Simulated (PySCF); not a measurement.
A calculated (UHF, PySCF 2.14, 6-31G*, the non-relativistic Hamiltonian (point nucleus)) atom or ion has these occupied shells.

```csv
shell,electrons,orbital energy (eV),"rms radius, mean of both spins (bohr)"
1s α,1,-12564.4,0.0521
1s β,1,-12564.2,0.0521
2s α,1,-1675.1,0.216
2s β,1,-1675.0,0.216
2p α,3,-1501.1,0.191
2p β,3,-1500.8,0.191
3s α,1,-266.79,0.623
3s β,1,-266.34,0.623
3p α,3,-204.99,0.640
3p β,3,-204.38,0.640
3d α,5,-95.112,0.693
3d β,5,-94.787,0.693
4s α,1,-45.155,1.87
4s β,1,-39.182,1.87
4p α,2,-31.487,2.13
```

(1) Name the element and its charge.

Results:

(1) Se²⁺ (selenium, charge +2), in [Ar] 3d10 4s2 4p2, high-spin 3P determinant.
